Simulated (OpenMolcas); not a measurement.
**Co⁴⁺: Racah parameters, worked from levels**

- Program: OpenMolcas 26.06
- Basis: ANO-RCC-VQZP [7s6p4d3f2g1h]
- Scalar Hamiltonian: DKH2, point nucleus
- Active space: 11 electrons in 8 orbitals (RAS1 3p, at most 2 holes; RAS2 3d)
- State averaging: 2S+1 = 6 even, 1 root; 2S+1 = 4 even, 24 roots; 2S+1 = 2 even, 53 roots
- Spin-orbit coupling: RASSI with atomic mean-field integrals over the reference wave functions, term energies averaged over their components

Methods: RASSCF; MS-RASPT2, IPEA 0.25 Eh, imaginary shift 0.1 Eh (closed shells correlated: 3s).

**Racah parameters.** Above ⁶S, d5 has ⁴D at 17B + 5C, ⁴G at 10B + 5C and ⁴P at 7B + 7C. The first two fix B and C, and the third tests them; where it misses by thousands of cm-1, two parameters do not describe the configuration (Trees and configuration-interaction terms are left out) and B and C hang on the terms chosen. Term energies are centres of gravity, weighted by 2J + 1.

```
   Source     ⁴D     ⁴G     B     C   C/B  ⁴P from B, C  ⁴P found
   RASSCF  51347  43309  1148  6365  5.54         52591     44508
MS-RASPT2  46522  38402  1160  5360  4.62         45640     42499
```

Energies in cm-1. From RASSCF to MS-RASPT2, B changes by +1.0 % and C by -15.8 %.

CASPT2 breaks the degeneracy within a term, and the mean is taken; among the terms shown or strongly mixed into the levels shown the widest spread is 280 cm-1 (3d⁵ ⁴G, MS-RASPT2). Active for correlation alone: 3p; no level in the range computed is led by a configuration that opens it, so any true level of that kind is missing. Without dynamic correlation excited terms often stand tens of per cent too high (terms of higher spin than the ground term too low), and those without a measured partner can miss by more than the paired ones (holds for RASSCF). Only configurations of the active space appear.
